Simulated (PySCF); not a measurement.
Name the molecule from its bond curve

A diatomic of charge 0 contains Sn. Its doublet curve at UHF-MP2 in a triple-zeta basis (spin-free X2C with a Gaussian nucleus, PySCF), in eV from the separated fragments:

R (Å), E (eV) and a bar:
```
    1.532     -2.031 ##############
    1.603     -2.261 ######
    1.674     -2.382 #
    1.728     -2.419 
    1.781     -2.417 
    1.834     -2.386 #
    1.906     -2.308 ####
    1.995     -2.166 #########
    2.102     -1.953 #################
    2.244     -1.616 ##############################
```

The fit gives ωe = 1793 cm⁻¹ and the rotational constant Bₑ = 5.496 cm⁻¹.

Task: Which atom is the partner?

Result: The minimum lies at 1.752 Å, so the reduced mass is 16.8576 u Å² cm⁻¹/(Bₑ·Re²) = 0.9993 u. With Sn at 119.90 u the partner weighs about 1.0 u: H. The molecule is SnH.

Correlated steps freeze 18 core orbitals. Spin–orbit coupling is left out. The state was picked by a PBE0 search and need not be the measured ground state.
